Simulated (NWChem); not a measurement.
System: C₄H₄ClF; SMILES C#C[C@@H](F)CCl

```xyz
10

C     -0.6926    -2.9748    -0.0458
C     -0.2464    -1.8642     0.1299
C      0.2679    -0.5098     0.3432
F      1.5659    -0.4166    -0.0871
C     -0.5878     0.5032    -0.3981
Cl    -0.0856     2.1681    -0.0296
H     -1.0808    -3.9655    -0.1995
H      0.2518    -0.2777     1.4234
H     -0.4904     0.3453    -1.4810
H     -1.6413     0.3879    -0.1106
```
Atoms are numbered in this order, from 1.

All runs: NWChem. Pople sets run with spherical d functions. Geometry: optimised at PBE0/def2-SVP. Vzz is the largest principal value of the second derivative of the potential at the nucleus (NWChem prints the opposite sign); η is the asymmetry. Non-relativistic.

Question: Predict the results for PBE/6-31G*. Quantities: Vzz Cl6 (a.u.); η Cl6.

Answer: 
| Property | Result |
|---|---|
| Vzz Cl6 (a.u.) | 3.738 |
| η Cl6 | 0.04 |
